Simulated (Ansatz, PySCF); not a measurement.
Species: Si₂H₃Cl₂, charge -1, multiplicity 1. SMILES: Cl[SiH-][SiH2]Cl
Geometry: optimised at B3LYP-D3(BJ)/def2-TZVP (Ansatz, a first-principles code).

Unscaled harmonic wavenumbers (cm⁻¹) in rising order, each level at the stationary point that it reaches from this structure (no distance between atoms moves by over 0.3 Å); the order of modes can differ between levels, and a negative number is imaginary. B3LYP-D3(BJ)/def2-TZVP (PySCF, at the structure above): 55, 69, 142, 352, 382, 401, 453, 643, 707, 714, 814, 971, 1943, 2122, 2129.

HF/6-31G* (Ansatz): 53, 84, 157, 357, 420, 440, 490, 718, 782, 795, 905, 1061, 2121, 2300, 2310. Zero-point energy 18.6 against 17.0 kcal/mol; where all levels lie over 400 cm⁻¹, the wavenumbers are on average 1.098 times those of B3LYP-D3(BJ)/def2-TZVP.

B3LYP/6-31G* (Ansatz): 52, 68, 139, 348, 381, 399, 452, 653, 708, 724, 824, 979, 1959, 2138, 2154. Zero-point energy 17.1 against 17.0 kcal/mol; where all levels lie over 400 cm⁻¹, the wavenumbers are on average 1.008 times those of B3LYP-D3(BJ)/def2-TZVP.
